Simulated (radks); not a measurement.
The numbers below are computed, except where a source is named.
Ionisation of the terbium ion Tb+, [Xe] 4f9 6s1, to Tb2+, [Xe] 4f9, under several functionals. Dirac Kohn-Sham, spin-unpolarised, spherical densities, finite nucleus; open shells fill j = l - 1/2 first; a radial shooting solver on a logarithmic mesh with Libxc functionals.

| functional | E(Tb+) (hartree) | Exc (hartree) | IE (eV) | -e(HOMO) (eV) | <r> HOMO (bohr) | IE error (eV) |
|---|---|---|---|---|---|---|
| RPBE | -11718.2001 | -257.5240 | 11.468 | 8.588 | 3.805 | -0.045 |
| LDA (Slater exchange, Perdew-Zunger correlation) | -11710.0357 | -249.2785 | 11.726 | 9.003 | 3.717 | +0.213 |
| exchange-only B88 | -11715.2210 | -254.4992 | 10.970 | 7.774 | 0.9209 | -0.543 |
| PBEsol | -11713.8422 | -253.1181 | 11.409 | 8.725 | 3.754 | -0.104 |
| LDA (Slater exchange, Perdew-Wang correlation) | -11710.0334 | -249.2760 | 11.720 | 8.997 | 3.718 | +0.207 |
| XLYP | -11719.3974 | -258.7209 | 11.731 | 8.732 | 0.9172 | +0.218 |
| B86b exchange with PBE correlation | -11718.7967 | -258.1256 | 11.511 | 8.760 | 3.759 | -0.002 |

NIST Atomic Spectra Database: 11.51 eV (semi-empirical). Closest: B86b exchange with PBE correlation. The Delta-SCF values span 0.76 eV, the total energies 9.36 hartree. The highest occupied level is 6s1/2. Spin polarisation and multiplet splitting are left out, so open shells lie too high by an amount that depends on their filling.

Beside tabulated values, note that spin-unpolarised runs miss the spin-polarisation part of the exchange energy of open shells.
